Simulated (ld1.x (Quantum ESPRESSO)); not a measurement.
## What one change does to a pseudopotential (caesium, RRKJ)

| Property | Result |
| --- | --- |
| Element | caesium |
| Generator | ld1.x (Quantum ESPRESSO) 7.5 |
| Type | norm-conserving RRKJ (Kleinman–Bylander form) |
| Functional | PBEsol |
| Relativity | fully relativistic |
| Frozen core | [Kr] 4d10 5s2 |
| Valence charge | 7 |
| Reference configuration | 5p6 5d0 6s1 6p0 |
| Partial waves | 5p (bound): rc 2.85 bohr; 5d (bound, empty): rc 3.50 bohr; 6s (bound): rc 3.25 bohr |
| Local potential | the s channel |
| Core correction | none |

Open shells are filled in proportion to 2j + 1 (rel_dist='average').

All-electron outer shells of the reference configuration (PBEsol, scalar-relativistic, ld1.x):

```tsv
shell	level (eV)	outermost node (bohr)	outermost maximum (bohr)
4d	-74.20	0.33	0.72
5s	-26.79	0.82	1.54
5p	-13.55	0.89	1.79
6s	-2.08	2.11	4.80
6p	-0.73	2.61	6.64
5d	-0.38	1.06	3.42
```

Change: functional LDA (PZ).

Cutoffs: the cutoffs (Ry, on a coarse ladder) from which the occupation-weighted sum of valence levels, in a spherical-Bessel basis at the reference potential, stays within 10 and 1 mRy of its value at 400 Ry; they do not see the model core or the augmentation charge, which bear on the density cutoff. Errors are all-electron minus pseudo energies relative to the spin-unpolarised reference configuration.

What does the change do?

The potential gets softer (15 Ry and 18 Ry → 12 Ry and 18 Ry); of the 6 tests that both files solve, the error grows in 1 and shrinks in 3 by more than 15 % and 0.3 meV (median size 5.0 → 2.3 meV); neither file shows a bound ghost.

| quantity | base | changed |
| --- | --- | --- |
| cutoff, loose | 15 Ry | 12 Ry |
| cutoff, tight | 18 Ry | 18 Ry |
| bound ghosts | none | none |
| error for 5p6 5d0 6s0 6p0, meV [ΔE 3.79 → 4.00 eV] | +7.5 | +2.8 |
| error for 5p6 5d0 6s0.5 6p0, meV [ΔE 1.46 → 1.55 eV] | +2.4 | +1.9 |
| error for 5p6 5d0 6s0 6p1, meV [ΔE 1.35 → 1.47 eV] | -83 | -104 |
| error for 5p6 5d0.5 6s0.5 6p0, meV [ΔE 0.84 → 0.87 eV] | 0.0 | -0.1 |
| error for 5p6 5d1 6s0 6p0, meV [ΔE 1.66 → 1.72 eV] | +0.4 | 0.0 |
| error for 5p5 5d0 6s1 6p0, meV [ΔE 17.94 → 18.04 eV] | +308 | +272 |
| s: phases at 3.81 bohr within 0.05 rad from the reference energy up to (Ry; the scan ends near 5) | 0.0 | -0.0 |
| p1/2: phases at 3.81 bohr within 0.05 rad from the reference energy up to (Ry; the scan ends near 5) | -0.3 | -0.3 |
| p3/2: phases at 3.81 bohr within 0.05 rad from the reference energy up to (Ry; the scan ends near 5) | -0.1 | -0.2 |
| d3/2: phases at 3.81 bohr within 0.05 rad from the reference energy up to (Ry; the scan ends near 5) | 1.1 | 1.1 |
| d5/2: phases at 3.81 bohr within 0.05 rad from the reference energy up to (Ry; the scan ends near 5) | 1.1 | 1.1 |
